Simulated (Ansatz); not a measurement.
Born–Oppenheimer molecular dynamics of CH5ClOSn (9 atoms, charge 0, multiplicity 1). It starts from a relaxed structure.

Method: Ansatz 0.2.0, RHF/def2-SVP.

| Item | Value |
| --- | --- |
| ensemble | NVT, Nosé–Hoover chain |
| time step | 0.5 fs |
| steps asked | 150 |
| set temperature | 100 K |
| thermostat | time constant 100 fs, chain length 3 (defaults) |
| temperature schedule | 37 steps to 100 K, then 113 steps to 200 K |
| seed | 269226 |

First frame:

```xyz
9
Properties=species:S:1:pos:R:3
Sn -0.175 -0.100 -0.018
H 0.159 0.122 1.636
Cl 1.883 0.242 -1.134
O -1.373 1.312 -0.653
H -1.070 2.207 -0.663
C -1.022 -1.951 -0.661
H -1.675 -2.357 0.111
H -1.603 -1.766 -1.563
H -0.230 -2.666 -0.879
```

(1) What does the run give?

(2) What happens to the structure?

(3) How do temperature and energy run in time?

Results:

(1) All steps were run.

| Quantity | Value |
| --- | --- |
| steps done | 150 |
| time covered | 75 fs |
| mean temperature over the second half | 51 K |
| spread of the potential energy over the second half | 1.8 meV per atom |
| mean potential energy of the second half above the start | 5.9 meV per atom |

The conserved energy stayed within 0.062 meV per atom of its start (net change 0.026 meV per atom), so the integration is sound. The schedule's set-point averaged 167 K over the second half and the system 51 K, so it lags behind the ramp. A run of 0.075 ps of so small a system gives no equilibrium averages.

(2) The same pairs are bonded in the first frame and the last. Pairs count as bonded within 1.25 times the sum of covalent radii (0.12 Å more for H–H). Another seed would give other details.

(3) 
```tsv
time (fs)	T (K)	potential energy less start (eV)	conserved less start (meV/atom)
0	100	0.000	0.00
3.5	61	0.036	0.04
7	51	0.045	0.04
10.5	35	0.059	0.03
14	29	0.065	0.04
17.5	33	0.062	0.05
21	51	0.045	0.04
24.5	88	0.012	0.01
28	59	0.039	0.05
31.5	72	0.028	0.02
35	54	0.045	0.02
38.5	38	0.060	0.04
42	26	0.072	0.04
45.5	27	0.071	0.04
49	55	0.047	0.03
52.5	47	0.055	0.05
56	84	0.022	0.02
59.5	74	0.033	0.03
63	72	0.036	0.03
66.5	49	0.059	0.03
70	31	0.076	0.04
73.5	49	0.061	0.04
```

Time of the run: 5 min on 1 thread of Arm Neoverse V2, with other jobs on the host, peak memory 0.2 GiB.
